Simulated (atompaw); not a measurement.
What one change does to a pseudopotential (Cr (Z = 24), PAW (atompaw))

Cr (Z = 24), PAW, made with atompaw 4.2.0.5 (PBE, non-relativistic). Core [Ne] 3s2, reference 3p6 3d5 4s0 4p0 (charge +1). Waves: 4s (bound, empty): rc 2.50 bohr; 4s channel at 0.1 Ry: rc 2.50 bohr; 3p (bound): rc 1.40 bohr; 4p (bound, empty): rc 2.50 bohr; 3d (bound): rc 2.50 bohr; 3d channel at -0.25 Ry: rc 2.50 bohr. Local part: troulliermartins scheme with l = 3 at 1 Ry, radius 1.65 bohr. Core correction: smooth core density matched at 2.30 bohr. Augmentation charge: sinc compensation charge, radius 1.80 bohr; PAW radius 2.50 bohr; waves and projectors: custom rrkj vanderbiltortho.

All-electron outer shells of the reference configuration (PBE, non-relativistic, ld1.x):

```json
{"shell": "3s", "level (eV)": "-79.49", "outermost node (bohr)": "0.36", "outermost maximum (bohr)": "0.79"}
{"shell": "3p", "level (eV)": "-52.11", "outermost node (bohr)": "0.33", "outermost maximum (bohr)": "0.81"}
{"shell": "3d", "level (eV)": "-9.93", "outermost node (bohr)": "–", "outermost maximum (bohr)": "0.84"}
{"shell": "4s", "level (eV)": "-9.80", "outermost node (bohr)": "1.13", "outermost maximum (bohr)": "2.61"}
{"shell": "4p", "level (eV)": "-5.96", "outermost node (bohr)": "1.24", "outermost maximum (bohr)": "3.31"}
```

Change: scalar-relativistic.

Cutoffs: the cutoffs (Ry, on a coarse ladder) from which the occupation-weighted sum of valence levels, in a spherical-Bessel basis at the reference potential, stays within 10 and 1 mRy of its value at 400 Ry; they do not see the model core or the augmentation charge, which bear on the density cutoff.

Question: What does the change do?

Answer: The potential gets neither clearly harder nor softer (40 Ry and 70 Ry → 40 Ry and 70 Ry); the bound ghosts move from s to p, s.

| quantity | base | changed |
| --- | --- | --- |
| cutoff, loose | 40 Ry | 40 Ry |
| cutoff, tight | 70 Ry | 70 Ry |
| bound ghosts | s | s, p |
| s: phases at 2.51 bohr within 0.05 rad from the reference energy up to (Ry; the scan ends near 5) | 4.2 | 4.3 |
| p: phases at 2.51 bohr within 0.05 rad from the reference energy up to (Ry; the scan ends near 5) | -0.2 | -0.2 |
| d: phases at 2.51 bohr within 0.05 rad from the reference energy up to (Ry; the scan ends near 5) | 0.4 | 0.4 |
| lowest overlap eigenvalue by channel | s 0.28, p 0.48, d 0.10 | s 0.27, p 0.48, d 0.14 |

 A true bound ghost makes a file unfit for plane-wave use even where its test errors are small: the radial tests pick states by their node count and pass the ghost by. The cutoffs see the waves, projectors and local potential, not the compensation charge or the core.
